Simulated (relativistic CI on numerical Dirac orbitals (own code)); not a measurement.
**Transition arrays of Nb XIV**

Computed by Dirac-Coulomb-Breit CI, orbitals from a KLI potential per configuration, QED by a radiative potential, valence Slater integrals scaled by 0.9, whole transition arrays (own radial code, finite nucleus).

Configurations in the expansion (outside the closed core [Ar]): 3d¹⁰, 3d⁹4f, 3d⁹4p, 3d⁹5f. Levels of other configurations are missing.

All E1 lines from the levels of 3d¹⁰; mean and standard deviation are weighted by gf, and upper levels are sorted by their leading configuration.

| Upper configuration | Lines | Σgf | Mean (eV) | Mean (nm) | σ (eV) | Strongest line (nm) |
| --- | --- | --- | --- | --- | --- | --- |
| 3d⁹4f | 3 | 3.6 | 315.45 | 3.930 | 1.41 | 3.926 |
| 3d⁹4p | 3 | 0.6 | 219.13 | 5.658 | 0.82 | 5.668 |
| 3d⁹5f | 3 | 2.4 | 376.48 | 3.293 | 1.41 | 3.290 |

Σgf per state of the lower configuration in bins of 0.1 nm over the central range (centre: value): 3.25: 2.17, 3.35: 0.20, 3.95: 3.44, 4.05: 0.18, 5.65: 0.56.

Task: How do configuration mixing and the scaling of the Slater integrals move the arrays?

Result: Slater scale 0.9, no configuration mixing: 3d⁹4f 316.1 ± 1.4 eV (Σgf 4.2), 3d⁹4p 219.1 ± 0.8 eV (Σgf 0.5), 3d⁹5f 375.9 ± 1.4 eV (Σgf 1.8); Slater scale 1: 3d⁹4f 316.2 ± 1.4 eV (Σgf 3.6), 3d⁹4p 219.3 ± 0.8 eV (Σgf 0.6), 3d⁹5f 376.9 ± 1.4 eV (Σgf 2.4); Slater scale 0.8: 3d⁹4f 314.7 ± 1.4 eV (Σgf 3.6), 3d⁹4p 219.0 ± 0.8 eV (Σgf 0.6), 3d⁹5f 376.0 ± 1.4 eV (Σgf 2.4). With mixing, levels are counted to their leading configuration, so an array can shrink or vanish into another, and the sums then hold other lines.
